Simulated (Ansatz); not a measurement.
Correlation energies of CH3AlF2Si by basis set

Z-matrix (Å, degrees):
```
C
Al 1 1.931
F 1 1.356 2 121.2
Si 1 1.733 2 116.6 3 180.0
F 2 1.649 1 120.3 3 -0.0
H 2 1.575 1 120.7 3 180.0
H 4 1.480 1 127.0 2 180.0
H 4 1.475 1 115.7 2 -0.0
```

Total charge 0; spin multiplicity 1. The bonds changed during the relaxation, so this is another structure than the one it started from. Geometry: relaxed with PBE0-D4/def2-TZVP. Frozen core, restricted reference, the Gaussian-basis code of Ansatz. CBS rows extrapolate triple and quadruple zeta; past MP2 they add the triple-zeta difference.

```tsv
basis	HF (Eh)	MP2 corr.	CCSD corr.	(T)	CCSD(T) total
def2-SVP	-768.97156	-0.65643	?	-0.01833	?
def2-TZVPP	?	-0.85092	-0.87972	?	?
def2-QZVPP	-769.48854	-0.92479	–	–	–
CBS(def2)	-769.49230	-0.97951	?	as TZ	?
```

Fill in the withheld values. (An estimate is asked.)

Computed: def2-SVP CCSD corr.: -0.69252; def2-SVP CCSD(T) total: -769.68241; def2-TZVPP HF (Eh): -769.46121; def2-TZVPP (T): -0.03289; def2-TZVPP CCSD(T) total: -770.37382; CBS(def2) CCSD corr.: -1.00831; CBS(def2) CCSD(T) total: -770.53350.
